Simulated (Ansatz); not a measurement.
System: sum formula BNHF2 (charge -1, singlet). It need not be the lowest isomer of its formula. Whether it binds its extra electron was not tested at this geometry. 
Geometry from a B3LYP-D3(BJ)/def2-TZVP (Ansatz, a quantum-chemistry and plane-wave program) optimisation:
```xyz
5

B     -0.1039    -0.0548     0.0201
F      0.3703     1.2660     0.1178
F      0.9500    -0.8496    -0.4229
N     -1.3427    -0.5271     0.2919
H     -1.9651     0.2158     0.6020
```
Charge -1, spin multiplicity 1.

Basis-set convergence of Hartree-Fock and CCSD correlation energies (hartree) with Ansatz. Correlated levels leave the core frozen unless marked. No spin-orbit coupling. No relativistic terms. This anion needs diffuse functions, which these sets lack.

```json
[
 {"basis": "cc-pVDZ", "functions": "-", "E(HF)": "-278.73986", "E(corr, CCSD)": "-0.63977"},
 {"basis": "cc-pVTZ", "functions": "134", "E(HF)": "-278.84540", "E(corr, CCSD)": "-0.82455"},
 {"basis": "cc-pVQZ", "functions": "250", "E(HF)": "[?]", "E(corr, CCSD)": "[?]"}
]
```

Q: What belongs in the gaps?

A: 
- cc-pVQZ, E(HF): -278.87155
- cc-pVQZ, E(corr, CCSD): -0.88957
